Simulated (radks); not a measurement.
Removal energies from the ruthenium ion Ru10+, [Ar] 3d10 4s2 4p(1/2: 2, 3/2: 2), by Delta-SCF beside the eigenvalue of the level emptied. All-electron calculation, Dirac Kohn-Sham, BLYP, spin-unpolarised, spherical densities, finite nucleus; Fermi nuclear charge, rms radius of each element as measured or else 0.836 A^(1/3) + 0.57 fm. Program: a radial shooting solver on a logarithmic mesh with Libxc functionals. Sub-shells are occupied by j as written (lower j first in brackets).

| removed from | final configuration | Delta-SCF (eV) | -eigenvalue (eV) |
|---|---|---|---|
| 4p3/2 | [Ar] 3d10 4s2 4p(1/2: 2, 3/2: 1) | 222.04 | 210.89 |
| 4p1/2 | [Ar] 3d10 4s2 4p(1/2: 1, 3/2: 2) | 226.78 | 215.42 |
| 4s1/2 | [Ar] 3d10 4s1 4p(1/2: 2, 3/2: 2) | 257.74 | 245.92 |
| 3d5/2 | [Ar] 3d(3/2: 4, 5/2: 5) 4s2 4p(1/2: 2, 3/2: 2) | 485.19 | 459.95 |
